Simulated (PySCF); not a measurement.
This PySCF input asks for the NMR shieldings of SMILES CCCBCCC, C6H15B; the geometry comes from GFN2-xTB.

```python
import basis_set_exchange as bse
import numpy as np
from pyscf import gto, dft
from pyscf.prop import nmr

atoms = """
C    -3.059308    0.793776    0.173460
C    -2.773014   -0.690682   -0.015458
C    -1.335016   -1.037532    0.385291
B    -0.191560   -0.436644   -0.517569
C     1.311046   -0.483315   -0.039713
C     2.142013    0.753567   -0.405971
C     3.612139    0.584581   -0.040312
H    -4.077923    1.033718   -0.124209
H    -2.373490    1.387366   -0.426318
H    -2.931014    1.075706    1.216836
H    -2.933561   -0.959817   -1.061280
H    -3.478232   -1.269315    0.587451
H    -1.221251   -2.127631    0.351288
H    -1.192671   -0.774265    1.437436
H    -0.433958   -0.006298   -1.581624
H     1.770999   -1.344336   -0.539786
H     1.415992   -0.670261    1.031629
H     2.055495    0.946150   -1.477015
H     1.738155    1.622453    0.118596
H     4.047884   -0.250663   -0.585367
H     4.175744    1.482945   -0.283823
H     3.721119    0.389885    1.024885
"""
names = dict.fromkeys(["C", "B", "H"], "pcSseg-1")
basis = {el: gto.basis.parse(bse.get_basis(n, elements=[el], fmt="nwchem")) for el, n in names.items()}
mol = gto.M(atom=atoms, basis=basis, charge=0, verbose=0)
mf = dft.RKS(mol, xc="PBE0")
mf.grids.level = 2
mf.grids.alignment = dft.numint.BLKSIZE   # the property module wants whole blocks of grid points
mf.conv_tol = 1e-9
mf.kernel()

calc = nmr.RKS(mf)   # GIAO
C = mf.mo_coeff
Co = C[:, mf.mo_occ > 0]
resp = mf.gen_response(singlet=True, hermi=2)
def vind(x):   # induced exchange potential for any number of trial vectors
    d = np.einsum("pi,xij,qj->xpq", C, 2 * x.reshape(-1, C.shape[1], Co.shape[1]), Co, optimize=True)
    return np.einsum("xpq,pi,qj->xij", resp(d - d.transpose(0, 2, 1)), C, Co, optimize=True).ravel()
mo1, _ = nmr.rhf.solve_mo1(calc, with_cphf=vind)
sigma = calc.kernel(mo1)
for i, s in enumerate(sigma):   # ppm
    print("%2d %-2s %9.2f" % (i, mol.atom_pure_symbol(i), np.trace(s) / 3))
```

Question: What are the results?

Answer: 
```
 0 C     167.25
 1 C     161.34
 2 C     149.41
 3 B       6.22
 4 C     148.12
 5 C     163.58
 6 C     166.26
 7 H      30.47
 8 H      30.84
 9 H      30.96
10 H      29.96
11 H      30.06
12 H      30.27
13 H      30.10
14 H      23.68
15 H      30.88
16 H      30.07
17 H      29.98
18 H      30.44
19 H      30.74
20 H      30.34
21 H      30.75
```

These numbers come from an equivalent density-fitted implementation of the same equations, which agrees with the script to about 0.01 ppm for H and up to a few tenths of a ppm for heavy atoms, so last digits may differ.

Size and cost of the density-fitted run: 194 basis functions, 40 s wall time on 1 thread of an Arm Neoverse V1, shared host; peak memory 0.9 GiB.
